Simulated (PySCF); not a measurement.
**Correlation energy of Mn⁺ (manganese, charge +1)**

[Ar] 3d5 4s1, high-spin 7S determinant. Calculation: PySCF 2.14, in aug-cc-pwCVTZ (10s9p7d4f3g, 127 functions); the non-relativistic Hamiltonian (point nucleus). Frozen: [Ar]; 6 electrons correlated.

MP2 pair energies summed by pair of shells (mhartree):

```
 pair  energy  share (%)
3d-3d  -77.23       83.9
3d-4s  -14.82       16.1
```

Total MP2 correlation energy: -92.05 mhartree.

Same-spin part -92.05 and opposite-spin part 0.00 mhartree; SCS-MP2 scales them by 1/3 and 6/5 to -30.68 mhartree.
